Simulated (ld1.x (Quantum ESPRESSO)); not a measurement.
The numbers below are computed, except where a source is named.
Potentials for carbon (C) compared

Generated with ld1.x 7.5 (TM, RRKJ, ultrasoft, PAW), atompaw 4.2 or ONCVPSP 4.0.1. The cutoff is in Ry: for ld1.x and atompaw files where the sum of valence levels is converged to 10 mRy in a Bessel basis, for ONCV files where the hardest occupied wave has 1 mHa per electron of residual kinetic energy. The error is the largest all-electron minus pseudo excitation energy over each file’s own four to seven test configurations (ionisations up to +4, promotions, holes and added fractions of an electron), all of which were solved. The labels leave out finer settings (local radius, basis sizes, second energies), which also bear on the numbers. Spin-polarised tests are not counted. The rows are a selection from randomly drawn settings: files with unsolved tests, undetermined cutoffs or missed reference levels are left out.

| potential | cutoff (Ry) | largest error (meV) | bound ghosts |
| --- | --- | --- | --- |
| TM, LDA (PZ), scalar-relativistic, rc 1.12/1.84/1.58 (spd), local s, core correction no, reference 2s2 2p2 | 35 | +572 | none |
| TM semilocal, PBE, non-relativistic, rc 0.90/2.90/2.55 (spd), local p, core correction no, reference 2s2 2p1.5 | 55 | +1506 | none |

Fill in the row for C: TM, LDA (PZ), scalar-relativistic, rc 1.25/1.90/1.50 (spd), local smoothed, core correction no, reference 2s2 2p2.

cutoff 35 Ry, largest error +616 meV, bound ghosts: none.

Fill in the row for C: TM, LDA (PZ), non-relativistic, rc 0.80/2.05/1.60 (spd), local s, core correction yes, reference 2s1 2p3.

cutoff 90 Ry, largest error +822 meV, bound ghosts: none.

Fill in the row for C: RRKJ, BLYP, scalar-relativistic, rc 1.00/4.02 (sp), local p, core correction yes, reference 2s2 2p2.

cutoff 60 Ry, largest error +4976 meV, bound ghosts: none.
